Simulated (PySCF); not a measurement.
## Where the electron goes

InCl2(iBu), C₄H₉Cl₂In.
Cartesian coordinates in Å at the PBE0-D3(BJ)/def2-SVP level; atoms count from 1:
```
atom  x, y, z in Å
In1    1.088    1.443    1.261
Cl2    3.441    1.457    1.317
Cl3    0.263    3.643    1.228
C4    -0.150   -0.326    1.272
C5    -0.509   -0.761   -0.146
C6     0.733   -1.043   -0.981
C7    -1.426    0.240   -0.836
H8    -1.040   -0.087    1.873
H9     0.434   -1.093    1.803
H10   -1.068   -1.713   -0.050
H11    1.312   -0.115   -1.156
H12    0.473   -1.446   -1.971
H13    1.407   -1.758   -0.486
H14   -0.927    1.218   -0.968
H15   -2.344    0.420   -0.256
H16   -1.721   -0.112   -1.836
```

Method: TDDFT wB97X-D/def2-SVPD, vertical, gas phase, core orbitals frozen in the response, def2 core potentials past Kr in PySCF. Spin–orbit coupling is left out.

Frontier orbitals with the atoms that hold most of them (Löwdin shares over 4%, at most four atoms; ? is withheld):

```json
{"orbital": "LUMO+2", "ε (eV)": "1.63", "atoms": "In1 51%, Cl2 8%, Cl3 8%, C4 5%"}
{"orbital": "LUMO+1", "ε (eV)": "0.06", "atoms": "In1 52%, Cl3 11%, Cl2 11%, C4 8%"}
{"orbital": "LUMO", "ε (eV)": "-0.12", "atoms": "In1 42%, Cl2 17%, Cl3 16%, C4 15%"}
{"orbital": "HOMO", "ε (eV)": "?", "atoms": "?"}
{"orbital": "HOMO-1", "ε (eV)": "-10.49", "atoms": "?"}
{"orbital": "HOMO-2", "ε (eV)": "-10.67", "atoms": "Cl2 47%, Cl3 47%, In1 5%"}
{"orbital": "HOMO-3", "ε (eV)": "-11.01", "atoms": "Cl2 45%, Cl3 45%, In1 8%"}
```

Task: Which atoms hold the HOMO-1, and with what shares?

Result: Cl2 (bonded to In) 49%; Cl3 (bonded to In) 48%.

Task: Give the leading atoms of the HOMO.

Result: C4 (bonded to C, In and 2 H) 24%; Cl3 (bonded to In) 21%; Cl2 (bonded to In) 20%; In1 (bonded to C and 2 Cl) 14%. By element: chlorine 41%, carbon 24% or more, indium 14%.

Task: What is the HOMO energy, and the HOMO–LUMO gap?

Result: ε(HOMO) = -9.95 eV; the gap is 9.83 eV (0.3612 hartree).

Task: How does S1 compare with the orbital gap of 9.83 eV?

Result: S1 is at 5.57 eV (f = 0.0088), 4.26 eV below the gap, made of HOMO→LUMO+1 (97%). Its leading pair isn't HOMO and LUMO; the energies of that pair differ by 10.01 eV. Without the coupling terms of the response equations the lowest excitation would equal the gap.

Task: Give energy, strength and leading configuration of S1, S2, S3, S4, S5 and S7, and follow the Löwdin shares of the leading atoms from the occupied to the empty orbital.

Result: 
- S1 (5.57 eV, f 0.0088), HOMO→LUMO+1 (97%): C4 24% → 8%, Cl3 21% → 11%, In1 14% → 52%
- S2 (5.87 eV, f 0.248), HOMO→LUMO (82%): C4 24% → 15%, Cl3 21% → 16%, In1 14% → 42%, Cl2 20% → 17%
- S3 (5.93 eV, f 0.027), HOMO-1→LUMO (89%): Cl2 49% → 17%, Cl3 48% → 16%, In1 at most 4% → 42%
- S4 (6.02 eV, f 0.0000), HOMO-2→LUMO (95%): Cl2 47% → 17%, Cl3 47% → 16%, In1 5% → 42%
- S5 (6.11 eV, f 0.0001), HOMO-1→LUMO+1 (98%): Cl2 49% → 11%, Cl3 48% → 11%, In1 at most 4% → 52%
- S7 (6.46 eV, f 0.013), HOMO-2→LUMO+1 (82%): Cl2 47% → 11%, Cl3 47% → 11%, In1 5% → 52%

Time: 6.1 min (with the writing of density and orbital grids); peak memory 1.4 GiB. Hardware: one thread, Arm Neoverse V1 (aarch64) (shared host).

One conformer stands for the species.
